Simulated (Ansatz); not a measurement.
`[SiH3][SiH2][SiH2][SiH2][GeH3]` + `CO[SiH](O)F` → `CO[SiH](F)[O][GeH3]` + `[SiH3][SiH2][SiH2][SiH3]`  (cleavage of the Ge–Si bond)

Isolated molecules relaxed with PBE0-D4/def2-TZVP in Ansatz; ΔE leaves out vibrations. CCSD(T)/CBS is the MP2 limit (def2-TZVPP, def2-QZVPP) plus CCSD(T) − MP2 in def2-TZVPP, frozen cores. Functionals use def2-TZVPP. B3LYP here is the variant with VWN-RPA as its local correlation; programs differ in this. For Ge outer-core shells are correlated without core-valence functions, which leaves a few kJ/mol of doubt a bond. Scalar relativity is left out up to krypton. One conformer a species, not always the lowest.

```tsv
level	ΔE (kJ/mol)	difference from CCSD(T)/CBS
LDA (SPW92)	7.0	19.2
r2SCAN-D4	-9.8	2.4
B3LYP-D4	-15.2	-3.0
r2SCAN0-D4	-9.6	2.6
ωB97M-V	-15.2	-3.0
PBE-QIDH	-11.7	0.5
revPBE	-4.0	8.2
r2SCAN	-10.9	1.3
BHLYP	-28.5	-16.3
LC-ωPBE	-12.9	-0.7
HF/def2-SVP	-47.0	-34.8
MP2/def2-SVP	-27.4	-15.2
CCSD/def2-SVP	-29.1	-16.9
CCSD/def2-TZVPP	-20.7	-8.5
MP2/def2-QZVPP	-15.7	-3.5
HF/CBS(def2)	-49.7	-37.5
CCSD(T)/CBS	-12.2	0
```

Largest T1 diagnostic among the species: 0.014.

Leaving LDA and LC-ωPBE aside and taking each functional with its dispersion term where it has one, the values, not all of them listed here, spread over 25.3 kJ/mol, from B2PLYP to PBE-D4. LDA lies +7.6 kJ/mol from PBE without D4. From BLYP to BHLYP (50 % exact exchange), in def2-TZVPP and without D4, ΔE moves by −8.5 kJ/mol.
